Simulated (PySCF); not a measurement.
CBrF2, SMILES F[C](F)Br, multiplicity 2.

Coordinates come from a r2SCAN-D4/def2-SVP optimisation. The isomer is the one that the SMILES or the coordinates give; other isomers of the formula were not compared.

Level of theory: TDA-ωB97X/def2-SVPD (PySCF).

Vertical excitations. The molecule is in vacuum.

```tsv
state	energy (eV)	λ (nm)	f	main pairs
root 1	4.69	265	0.008	α HOMO→LUMO 61 %, β HOMO−1→LUMO 28 %
root 2	4.81	258	0.000	β HOMO→LUMO 92 %
root 3	5.18	239	0.048	α HOMO→LUMO 25 %, β HOMO−1→LUMO 65 %
root 4	6.35	195	0.000	α HOMO−1→LUMO 73 %, β HOMO→LUMO+1 11 %
root 5	6.69	185	0.003	α HOMO−2→LUMO 56 %, β HOMO−1→LUMO+1 27 %
root 6	7.11	174	0.012	α HOMO−2→LUMO 6 %, β HOMO−2→LUMO 75 %
root 7	7.23	172	0.001	α HOMO−1→LUMO 15 %, β HOMO→LUMO+1 70 %
root 8	7.40	167	0.014	α HOMO→LUMO+1 69 %, α HOMO→LUMO+2 16 %
root 9	7.63	162	0.067	α HOMO−2→LUMO 22 %, β HOMO−1→LUMO+1 40 %, β HOMO−2→LUMO 17 %
root 10	8.01	155	0.002	α HOMO→LUMO+5 64 %, β HOMO−3→LUMO 12 %
```
Unrestricted roots are not spin-pure.
